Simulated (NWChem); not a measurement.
System: Si2H4OCl2; SMILES O[Si]([SiH3])(Cl)Cl

Here is an NWChem input.

```
start job
memory heap 200 mb stack 900 mb global 1100 mb
geometry units angstroms noautoz
  O     -0.001104     0.001323     1.983962
  Si     0.001099    -0.006142     0.318927
  Si     0.001824    -2.216481    -0.429463
  Cl    -1.671767     1.000688    -0.414930
  Cl     1.676176     1.000555    -0.410103
  H      0.000844     0.877346     2.412640
  H     -1.231368    -2.919658     0.062676
  H      0.005716    -2.189577    -1.931339
  H      1.231794    -2.920950     0.068896
end
basis spherical
  * library 3-21g
end
dft
  xc hfexch
  iterations 150
  mulliken
end
task dft energy
```

Geometry: optimised at PBE-D3(BJ)/def2-SVP.

**Question.** Give the results of this calculation. (Hartree-Fock/3-21G.) Quantities: basis functions; energy (Ha); highest occupied level (eV); orbital gap (eV); dipole (D).

**Answer.** number of basis functions: 69
energy (Ha): -1566.28
highest occupied level (eV): -11.68
orbital gap (eV): 14.40
dipole (D): 1.98
